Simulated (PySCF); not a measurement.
Be(OH)(NMe2) (C2H7BeNO), SMILES C[N](C)[Be][OH].

Coordinates come from a PBE0-D3(BJ)/def2-SVP optimisation. The structure was generated by enumeration; whether it is a known compound was not checked. The values are those of a single conformer.

The numbers are results of TDA-LC-ωPBE/def2-SVPD run with PySCF, not measurements.

Vertical excitations.  State labels are in the subgroup Cs.

Q: Estimate the UV-visible absorptions. (An estimate is asked for; the answer gives what the named calculation found.)

A: 
| state | symmetry | energy (eV) | λ (nm) | f | main pairs |
|---|---|---|---|---|---|
| S1 | A' | 5.75 | 215 | 0.005 | HOMO→LUMO+3 46 %, HOMO→LUMO 44 % |
| S2 | A" | 6.31 | 196 | 0.000 | HOMO→LUMO+1 56 %, HOMO→LUMO+7 25 %, HOMO→LUMO+5 16 % |
| S3 | A' | 6.73 | 184 | 0.084 | HOMO→LUMO+2 60 %, HOMO→LUMO 16 %, HOMO→LUMO+3 12 % |
| S4 | A' | 6.98 | 178 | 0.037 | HOMO→LUMO+3 31 %, HOMO→LUMO+2 23 %, HOMO→LUMO 21 %, HOMO→LUMO+4 13 % |
| S5 | A" | 7.95 | 156 | 0.000 | HOMO→LUMO+7 40 %, HOMO→LUMO+1 39 %, HOMO→LUMO+5 8 % |
| S6 | A" | 8.02 | 155 | 0.064 | HOMO−1→LUMO 82 % |
| S7 | A' | 8.15 | 152 | 0.059 | HOMO→LUMO+4 64 %, HOMO→LUMO+8 19 % |
| S8 | A' | 8.42 | 147 | 0.067 | HOMO−3→LUMO 48 %, HOMO→LUMO+8 19 %, HOMO→LUMO+6 12 % |
| S9 | A" | 8.54 | 145 | 0.000 | HOMO→LUMO+5 64 %, HOMO→LUMO+7 28 % |
| S10 | A' | 8.66 | 143 | 0.062 | HOMO−3→LUMO 29 %, HOMO→LUMO+6 18 %, HOMO→LUMO+8 11 %, HOMO→LUMO+4 10 % |
| T1 | A' | 5.51 | 225 | 0 | HOMO→LUMO+3 43 %, HOMO→LUMO 41 % |
| T2 | A' | 6.08 | 204 | 0 | HOMO→LUMO+2 52 %, HOMO→LUMO+6 14 %, HOMO→LUMO+9 13 % |
| T3 | A" | 6.19 | 200 | 0 | HOMO→LUMO+1 52 %, HOMO→LUMO+7 26 %, HOMO→LUMO+5 19 % |
| T4 | A' | 6.80 | 182 | 0 | HOMO→LUMO+3 37 %, HOMO→LUMO 23 %, HOMO→LUMO+4 17 %, HOMO→LUMO+2 8 % |
Triplets are in the Tamm–Dancoff approximation.
Roots above 8.2 eV, the ΔSCF ionisation energy, lie in the ionisation continuum and depend on the basis.
